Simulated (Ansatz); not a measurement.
Geometry optimisation, UKS LDA/def2-SVP in Ansatz.

Input:

```yaml
crystal:
  periodic: [false, false, false]
  atoms:
    - { symbol: F, position_ang: [-1.7772, -1.772, -0.8618] }
    - { symbol: C, position_ang: [-1.2283, -0.541, -1.0671] }
    - { symbol: C, position_ang: [-0.3056, -0.086, -0.2757] }
    - { symbol: C, position_ang: [0.5369, 1.1236, -0.3038] }
    - { symbol: Si, position_ang: [0.4962, -0.7011, 1.1199] }
    - { symbol: H, position_ang: [-1.6208, -0.0182, -1.938] }
    - { symbol: H, position_ang: [1.5312, 1.0622, -0.5946] }
    - { symbol: H, position_ang: [0.2779, 1.8857, 0.4387] }
    - { symbol: H, position_ang: [1.9328, -1.0349, 1.0543] }
    - { symbol: H, position_ang: [0.2399, 0.0305, 2.4312] }
magnetization:
  spin_polarized: true
basis:
  gaussian: { orbitals: def2-SVP }
hamiltonian:
  xc: lda
relax:
  f_tol: 0.02
  max_steps: 50
```

Command:

```bash
$ ansatz run input.yaml --threads 2 --pin off --max-ram 3072MiB --backend cpu --events-out ev --progress --plain --runs-dir out
```

**Question.** Where does it end, and by what steps?

**Answer.** The run converged. After 9 steps the energy has fallen by 1.320 eV; Si5 moved furthest, 0.45 Å.

| step | energy less start (eV) | largest force component (eV/Å) | accepted |
| --- | --- | --- | --- |
| 0 | 0.0000 | 2.939 | yes |
| 1 | -0.5431 | 1.476 | yes |
| 2 | -0.9916 | 1.403 | yes |
| 3 | -1.0376 | 3.559 | yes |
| 4 | -1.2709 | 0.861 | yes |
| 5 | -1.2211 | 0.811 | no |
| 6 | -1.3178 | 0.138 | yes |
| 7 | -1.3196 | 0.099 | yes |
| 8 | -1.3201 | 0.025 | yes |
| 9 | -1.3202 | 0.011 | yes |

```xyz
10
Properties=species:S:1:pos:R:3
F -1.879 -1.715 -0.962
C -1.241 -0.562 -1.091
C -0.295 -0.162 -0.251
C 0.604 1.013 -0.072
Si 0.771 -0.356 1.210
H -1.591 0.015 -1.972
H 1.423 1.155 -0.808
H 0.144 1.976 0.232
H 1.954 -1.270 1.142
H 0.194 -0.143 2.575
```

Run time: 13 s on 2 threads of AMD EPYC 7B13 (Zen 3) (shared host), peak memory 0.16 GiB.
